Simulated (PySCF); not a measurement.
B3LYP has the VWN-RPA correlation part, as in Gaussian. Delta-SCF ions had no search for a lower state. Excitations are Tamm–Dancoff values on a coarser integration grid. The basis has no diffuse functions, so Rydberg states are missing or too high.

## AlBr₃, SMILES `[Br][Al]([Br])[Br]` (charge 0, multiplicity 1)

All values below come from B3LYP-D3(BJ)/def2-TZVP run with PySCF.

| Item | Result |
|---|---|
| HOMO | -8.36 eV |
| dipole moment | 0.00 D |
| HOMO–LUMO gap | 6.49 eV |
| LUMO | -1.87 eV |
| S1 excitation (TDA) | 5.49 eV |
| S1 oscillator strength | 0.000 |
| T1 excitation (TDA) | 5.22 eV |
| S1–T1 gap (TDA) | 0.27 eV |
| vertical ionisation energy (Delta-SCF) | 10.40 eV |
| total energy | -216744.86 eV |
| cost | roughly 2.1 core-minutes |

Bonded distances (Å): Br1–Al2 2.239, Al2–Br3 2.239, Al2–Br4 2.239. Bond angles (°): Br1–Al2–Br3 120.0, Br1–Al2–Br4 120.0, Br3–Al2–Br4 120.0.
Charge 0, spin multiplicity 1.
